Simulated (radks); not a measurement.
Values are calculated unless marked as measured or tabulated.
Species: the rubidium ion Rb2+. Configuration: [Ar] 3d10 4s2 4p(up 2.5, down 2.5) (fractional occupations, a model configuration).

Level of theory: scalar-relativistic Kohn-Sham, BLYP, spin-polarised, spherical densities, point nucleus (a radial shooting solver on a logarithmic mesh with Libxc functionals).

Energy parts (hartree):
total: -2980.50037
kinetic: 3052.71731
electron-nucleus: -7157.57943
Hartree: 1224.93593
exchange-correlation: -100.57418

Orbitals (lengths in bohr, moments of r in powers of bohr; <r^-3> diverges for s and p1/2; r(90%) holds 90 % of the orbital's charge):
orbital  occ.  eigenvalue (hartree)  <r^-3>  r(90%)
1s          2             -553.3503       -  0.0721
2s          2             -74.55334       -   0.275
2p          6             -66.18561    1645   0.253
3s          2             -11.67208       -   0.758
3p          6              -8.98914   249.5   0.789
3d         10              -4.54933   30.96   0.855
4s          2              -1.84548       -    2.09
4p          5              -1.23341   27.07    2.45

The highest occupied level is 4p at -33.563 eV. Summed over all electrons, <r^2> = 26.16 bohr^2, which gives a Langevin (diamagnetic) susceptibility term of -20.7 x 10^-6 cm^3/mol. The density falls to 0.001 e/bohr^3 at r = 3.42 bohr.
